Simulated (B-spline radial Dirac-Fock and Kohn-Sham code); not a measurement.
**Core-level shifts of barium with charge state**

Model: Dirac-Fock energy differences between relaxed states, corrected for Breit and QED terms. Program: a radial finite-basis atomic code. Each ion is free and in its tabulated ground configuration. Electron correlation is not included.

Reference: Ba¹²⁺, [Kr] 4d8, with L2 5856.8 eV, L3 5479.7 eV, M2 1366.3 eV, M3 1291.6 eV, N3 397.4 eV, Kα1 (K-L3) 32193.2 eV, Kβ1 (K-M3) 36381.3 eV, Lℓ (L3-M1) 3958.5 eV. Shifts from it, in eV (a dash: the subshell is empty, belongs to an open shell averaged over j, or its hole state is left out as unreliable):

```csv
ion,configuration,L2,L3,M2,M3,N3,Kα1,Kβ1,Lℓ
Ba¹³⁺,[Kr] 4d7,+37.4,+37.4,+35.4,+35.3,+28.8,-0.09,+1.97,+2.01
Ba¹⁴⁺,[Kr] 4d6,+76.1,+76.0,+71.9,+71.7,+58.3,-0.16,+4.18,+4.24
Ba¹⁵⁺,[Kr] 4d5,+116.0,+115.9,+109.4,+109.0,+88.4,-0.21,+6.64,+6.70
Ba¹⁶⁺,[Kr] 4d4,+157.1,+157.0,+148.0,+147.4,+119.2,-0.22,+9.36,+9.38
Ba¹⁷⁺,[Kr] 4d3,?,?,?,?,?,?,?,?
```

Question: Give the missing shifts for Ba¹⁷⁺.

Answer: L2 +199.5, L3 +199.3, M2 +187.5, M3 +186.7, N3 +150.5, Kα1 -0.20, Kβ1 +12.35, Lℓ +12.29 (eV).

Over this range L2 (2p1/2) moves by +199.5 eV and Kα1 by -0.2 eV: a line is a difference of two levels that shift in the same direction.

Values without a named source are computed, but for edge energies of neutral atoms, which are taken from tables.
